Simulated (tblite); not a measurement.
A tight-binding relaxation on `CB1NCCN1C1CCC1`.

Computed with GFN2-xTB geometry optimisation, gas phase (tblite 0.8.0). Start geometry: from a force field or distance geometry. The input is one job of a driver script: a line of settings, then coordinates in Å.

Command:
```bash
OMP_NUM_THREADS=1 python probes_run.py task.json out
```

Input:
```
{"job": {"kind": "relax", "xc": "GFN2-xTB", "basis": "xTB"}, "charge": 0, "multiplicity": 1}
C      1.584500    -2.027200    -0.731400
B      1.414500    -0.480500    -0.371700
N      2.636800     0.391500    -0.141700
C      2.011900     1.718900    -0.019800
C      0.591700     1.652600    -0.591600
N      0.101400     0.265100    -0.546300
C     -0.762400     0.057100     0.630100
C     -1.467600    -1.298100     0.617800
C     -2.815700    -0.609000     0.513100
C     -2.127800     0.743300     0.499600
H      1.128700    -2.215300    -1.731000
H      1.058800    -2.650000     0.031600
H      2.645900    -2.296700    -0.740800
H      3.177300     0.375700    -1.040400
H      2.617600     2.499100    -0.521400
H      1.952800     1.973000     1.080900
H     -0.069000     2.379000    -0.067200
H      0.629900     1.963200    -1.665300
H     -0.272000     0.280800     1.617100
H     -1.347400    -1.858400     1.574000
H     -1.265900    -1.904400    -0.288600
H     -3.446700    -0.749200     1.421300
H     -3.341000    -0.819600    -0.429600
H     -2.383500     1.357500     1.381800
H     -2.263700     1.275700    -0.471200
```

Task: What does the run print?

Result: 
```
step      E/eV     max force
  0    -808.36166    3.171
  1    -808.76670    2.213
  2    -809.06350    0.903
  3    -809.14018    0.854
  4    -809.20079    0.772
  5    -809.25998    0.646
  6    -809.33625    0.686
  7    -809.38527    0.462
  8    -809.42112    0.352
  9    -809.44484    0.344
... (92 lines left out)
102    -809.92963    0.020
103    -809.92975    0.020
104    -809.92989    0.029
105    -809.93001    0.031
106    -809.93011    0.028
107    -809.93019    0.021
108    -809.93026    0.016
109    -809.93033    0.015
110    -809.93037    0.011
111    -809.93039    0.010
```

«max force» is the largest atomic force in eV/Å.

Task: From which step on does the largest force stay under 0.1 eV/Å, and how much energy is left to gain from there?

Result: From step 56 (0.085 eV/Å), 27.5 meV above the end.

In short: energy lowered by 36.2 kcal/mol over 111 steps; largest atomic force 0.010 eV/Å at the end.

Task: Where do the atoms end?

Result: 0.694 Å rms from the input after alignment:
```
atom  x, y, z in Å
C1     1.5492   -2.0145   -0.4821
B2     1.4369   -0.4384   -0.3475
N3     2.4604    0.4552   -0.7122
C4     2.0996    1.8372   -0.4952
C5     0.7306    1.7486    0.1991
N6     0.3677    0.3412    0.1486
C7    -0.8821    0.0158    0.7620
C8    -1.5186   -1.3495    0.4523
C9    -2.8773   -0.6543    0.2909
C10   -2.1493    0.6916    0.1822
H11    1.0209   -2.3819   -1.3597
H12    1.1366   -2.5307    0.3802
H13    2.5862   -2.3258   -0.5852
H14    3.3477    0.2702   -1.1435
H15    2.0283    2.3832   -1.4466
H16    2.8382    2.3528    0.1316
H17    0.7870    2.0875    1.2438
H18   -0.0208    2.3646   -0.3077
H19   -0.8284    0.1881    1.8498
H20   -1.4408   -2.1095    1.2258
H21   -1.1534   -1.7486   -0.4884
H22   -3.4911   -0.7216    1.1871
H23   -3.4732   -0.9522   -0.5690
H24   -2.5652    1.5245    0.7456
H25   -2.0001    0.9908   -0.8529
```

Task: How long does this job take on one thread, Arm Neoverse N1 (aarch64), shared host with 64 logical CPUs at a one-minute load of 61?

Result: About 1.8 s.
Labels such as C1 count atoms from 1, the log's own numbers from 0.
